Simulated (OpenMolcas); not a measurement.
Re4+ among 6 point charges of -1.7 e arranged as a tetragonal octahedron (D4h), 2.04 Å from the ion, with the axial distance 2.244 Å.
```
   2.0400    0.0000    0.0000  -1.70
   0.0000    2.0400    0.0000  -1.70
  -2.0400    0.0000    0.0000  -1.70
   0.0000   -2.0400    0.0000  -1.70
   0.0000    0.0000    2.2440  -1.70
   0.0000    0.0000   -2.2440  -1.70
```

| Item | Value |
| --- | --- |
| Program | OpenMolcas |
| Method | SS-CASPT2, IPEA 0.25 Eh, imaginary shift 0.1 Eh (closed shells correlated: 5s 5p) |
| Basis | ANO-RCC-VTZP [8s7p5d3f2g1h] |
| Scalar Hamiltonian | DKH2, point nucleus |
| Active space | 3 electrons in 5 orbitals (5d) |
| State averaging | 2S+1 = 4 even, 10 roots; 2S+1 = 2 even, 40 roots |
| Spin-orbit coupling | RASSI with atomic mean-field integrals over the reference wave functions |

Q: What is the spin-free ground state (labels of D4, the rotations of D4h)?

A: 4B1, 1-fold in its orbital part, 100 % from free-ion F terms; it has the highest spin that d3 allows.

Q: Where is the first state of the same spin?

A: 4E at 6950 cm-1 above the ground state.

Q: What are the lowest two levels with spin-orbit coupling?

A: A 2-fold level E3/2 with g = 0.05, 1.72, 1.72, then a 2-fold level E1/2 580 cm-1 above it. Their leading multiplicities are 4 (89 %) and 4 (91 %).

Q: What is χT at 300 K?

A: 0.26 cm3 K/mol.

Spin-orbit coupling mixes the spin-free states strongly: the lowest level takes only 58 % from its leading state, 4B1. Free-ion shares, where given, are those of the reference states; single-state CASPT2 does not remix them. This is an electrostatic model: the charges have no orbitals. No measured value stands beside these numbers.
